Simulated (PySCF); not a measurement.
**Relaxation of triplet [Pt2Cl]+**

Level of theory: UPBE0 in PySCF with Cl def2-TZVP, Pt def2-TZVP with ECP60; scalar-relativistic core potentials, no spin–orbit coupling; density-fitted integrals. A (50,194) grid was used.

A hand-made bent start, of C2v symmetry, held to at least that symmetry:

Coordinates in bohr (charge 1 multiplicity 3):
```
Cl    0.0000    0.0000   -2.1641
Pt    3.3677    0.0000    0.1941
Pt   -3.3677    0.0000    0.1941
```

Optimiser trace:
```
step  E − E(last) (kJ/mol)  largest gradient (Eh/bohr)
   0                  8.19                     0.01867
   1                  4.43                     0.00727
   2                  3.74                     0.00091
   3                  3.72                     0.00082
   4                  3.69                     0.00138
   5                  3.67                     0.00188
   6                  3.65                     0.00230
   7                  3.59                     0.00159
   8                  3.52                     0.00037
   9                  1.83                     0.00194
  10                  0.11                     0.00140
  11                  0.02                     0.00120
  12                  0.00                     0.00018
  13                  0.00                     0.00004
```

It ends at C2v with Cl–Pt 2.257 Å (×2), Pt–Pt 2.771 Å; Cl–Pt–Pt 52.1° (×2), Pt–Cl–Pt 75.7° (after a last refinement on a finer grid). A frequency run shows a minimum. Other isomers or separated fragments may lie lower.

Final geometry:
Z-matrix (Å, degrees; charge 1 multiplicity 3):
```
Cl
Pt 1 2.2572
Pt 1 2.2572 2 75.72
```

With open d or f shells other occupations or spin states may lie lower. No spin–orbit coupling is included, which matters more the heavier the element.

The relaxation took roughly 9 core-minutes on a shared host.
